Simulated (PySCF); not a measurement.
NMR data simulated for an unnamed compound:

¹H NMR (400 MHz, computed): δ 5.36 (m, 1H), 5.21 (m, 1H), 5.17 (s, 3H), 4.62 (s, 1H), 2.05 (s, 3H), 0.46 (m, 3H).

¹³C{¹H} NMR (computed): δ 106.8 (C), 86.4 (C), 5.5 (CH3), 1.0 (CH3).

No solvent model, a single conformation, non-relativistic Hamiltonian, averaged over atoms made equivalent by symmetry, fast rotation or ring inversion. Geometry: GFN2-xTB; σ from GIAO-PBE0/pcSseg-1; PySCF 2.14.

δ = σ(ref) − σ, references computed at the same level: TMS for ¹H and ¹³C.

Question: Which of these does the molecule contain: a three-membered ring, a Si–CH3 group, an OH group, an N-methyl group, a Si–H bond, a C≡C triple bond?

Answer: 
- A three-membered ring: no.
- A Si–CH3 group: yes (δC 1.0; δH 0.46 (m)).
- An OH group: no.
- An N-methyl group: no.
- A Si–H bond: yes (δH 4.62 (s)).
- A C≡C triple bond: yes (δC 106.8, 86.4).

The data belong to `CC#C[Si@H](O[SiH3])O[SiH2]C`, C₄H₁₂O₂Si₃; they needn't prove each group on their own.

Carbon signals by region: 1 in the sp2 and nitrile region (100–160 ppm), 1 at 50–100 ppm, 2 below 50 ppm.

Shifts are as computed. Against solution values, carbons near 30 ppm lie about +3 ppm off and those near 130 ppm about +5 ppm. Of 1309 compounds with measured shifts, 239 miss one by over three times the rms of a fit or turn the order of signals round; such compounds aren't used in these exercises. Multiplicities follow the n + 1 count of equivalent neighbours, as no J values were calculated; m marks all less simple cases, F and P coupling included.
